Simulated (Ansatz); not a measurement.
Geometry optimisation, RKS LDA/def2-SVP in Ansatz.

Input:

```yaml
crystal:
  periodic: [false, false, false]
  atoms:
    - { symbol: W, position_ang: [0.256986, 0.226679, -0.389589] }
    - { symbol: Cl, position_ang: [0.158715, 0.291491, 3.188695] }
    - { symbol: H, position_ang: [1.358039, -0.776443, 0.385663] }
    - { symbol: H, position_ang: [-0.682637, 1.316746, 0.464779] }
    - { symbol: H, position_ang: [-1.31779, -0.250028, 0.060188] }
    - { symbol: H, position_ang: [-0.178092, -1.40967, -0.167082] }
    - { symbol: H, position_ang: [0.473376, 0.491237, -2.08528] }
    - { symbol: O, position_ang: [1.514936, 1.460501, 0.425197] }
    - { symbol: H, position_ang: [2.40783, 1.067367, 0.534153] }
    - { symbol: H, position_ang: [0.722437, 1.278519, 2.470278] }
basis:
  gaussian: { orbitals: def2-SVP }
hamiltonian:
  xc: lda
relax:
  f_tol: 0.03
  max_steps: 50
```

Launched with:

```bash
$ ansatz run input.yaml --threads 2 --pin off --max-ram 3072MiB --backend cpu --events-out ev --progress --plain --runs-dir out
```

Q: Where does it end, and by what steps?

A: The run converged. The force dipped under the threshold on the way, but the program's further checks kept it going. After 9 steps the energy has fallen by 0.276 eV; H10 moved furthest, 0.60 Å. Joined: W1–Cl2 (3.58 → 2.91 Å).

| step | energy less start (eV) | largest force component (eV/Å) | accepted |
| --- | --- | --- | --- |
| 0 | 0.0000 | 0.709 | yes |
| 1 | -0.1250 | 0.284 | yes |
| 2 | -0.2161 | 0.331 | yes |
| 3 | -0.2441 | 0.692 | yes |
| 4 | -0.2638 | 0.577 | yes |
| 5 | -0.2703 | 0.311 | yes |
| 6 | -0.2742 | 0.144 | yes |
| 7 | -0.2753 | 0.089 | yes |
| 8 | -0.2758 | 0.028 | yes |
| 9 | -0.2760 | 0.025 | yes |

```xyz
10
Properties=species:S:1:pos:R:3
W 0.240 0.268 -0.251
Cl 0.086 0.271 2.652
H 1.285 -0.776 0.537
H -0.769 1.323 0.560
H -1.301 -0.248 0.213
H -0.142 -1.383 -0.178
H 0.407 0.438 -1.974
O 1.522 1.493 0.672
H 2.443 1.161 0.729
H 0.944 1.150 1.928
```

Whether the end is a true minimum wasn't checked by a vibrational analysis.

The run took 16 s on 2 threads of Arm Neoverse V1 (shared host), peak memory 0.14 GiB.
